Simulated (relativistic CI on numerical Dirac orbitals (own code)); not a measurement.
## One change at a time: Sm²⁶⁺

Base calculation: Dirac-Coulomb-Breit CI, orbitals from a KLI potential per configuration, model QED (radiative potential, 1s self-energy scaled to tabulated hydrogen-like ionisation energies), unscaled Slater integrals.

Configurations in the expansion (outside the closed core [Ar] 3d10): 4s²4p⁶, 4s²4p⁵4d, 4s4p⁶4d, 4s²4p⁵4f, 4s4p⁶4f, 4s²4p⁵5s, 4s²4p⁵5p, 4p⁶4d4f, 4s4p⁶5s, 4s²4p⁵5d, 4s4p⁶5p, 4s²4p⁵5f, 4s²4p⁵5g, 4s4p⁶5d, 4s²4p⁵6s, 4s²4p⁵6p, 4p⁶4f5s, 4s4p⁶5f, 4s²4p⁵6d, 4s4p⁶5g, 4s²4p⁵6f, 4p⁶4d², 4p⁵4d³, 4p⁵4d²4f, 4p⁵4d²5s, 4p⁵4d²5p, 4p⁶4f², 4p⁵4d4f², 4p⁵4f³, 4p⁵4f²5s, 4p⁵4f²5p, 4p⁶4d5s, 4p⁵4d4f5s, 4p⁵4d5s², 4p⁵4d5s5p. Double excitations out of closed p, d and f shells are left out; levels of such configurations are missing from the list, as are those of other unlisted configurations, and high levels can miss mixing partners. These lack a partner that the ground configuration has and come out too high: 4s²4p⁵5d, 4s²4p⁵5f, 4s²4p⁵5g, 4s²4p⁵6s, 4s²4p⁵6p.

Variants: (1) configuration mixing switched off. Shifts of the energy above 4s²4p⁶ ¹S0, in eV, for the lowest level and the first level of each name with at least 55 % of one term (blank where a level changes its place among those of its configuration and J or its character, or is not in the variant):

```csv
Level,Base,Δ(1)
4s²4p⁶ ¹S0,0.000,0.000
4s²4p⁵4d ³P°0,106.862,-0.056
4s²4p⁵4d ³P°1,109.564,-0.054
4s²4p⁵4d ³F°3,112.517,+0.232
4s²4p⁵4d ³F°4,116.705,+0.364
4s²4p⁵4d ³D°3,123.125,-0.023
4s²4p⁵4d ³D°1,132.449,-0.038
4s²4p⁵4d ³F°2,145.692,+0.277
4s²4p⁵4d ¹P°1,167.131,+0.043
4s4p⁶4d ³D1,221.786,+4.536
4s4p⁶4d ³D2,224.178,+3.917
4s4p⁶4d ³D3,229.613,+3.765
4s4p⁶4d ¹D2,239.649,+0.971
4s²4p⁵4f ³G5,256.530,+0.082
4s²4p⁵4f ³G4,257.053,+0.058
4s²4p⁵4f ³D1,257.643,-4.420
4s²4p⁵4f ³D2,259.151,-3.729
4s²4p⁵4f ³F4,261.943,-0.006
4s²4p⁵4f ¹D2,265.440,-0.256
4s²4p⁵4f ³G3,291.382,+0.045
4s4p⁶4f ³F°2,371.695,+0.031
4s4p⁶4f ³F°3,372.139,+0.051
```

At this charge energies of transitions that change n are usually good to better than 1 %, and those within a shell (Δn = 0) to a few per cent.

Ionisation energy from the two ground configurations alone: base 975.77 eV. The NIST ASD value (theoretical) is 976 eV.

LS names give the leading component of a level, which can be under half, so a name can repeat, a term be missing and a line seem to break the LS rules.
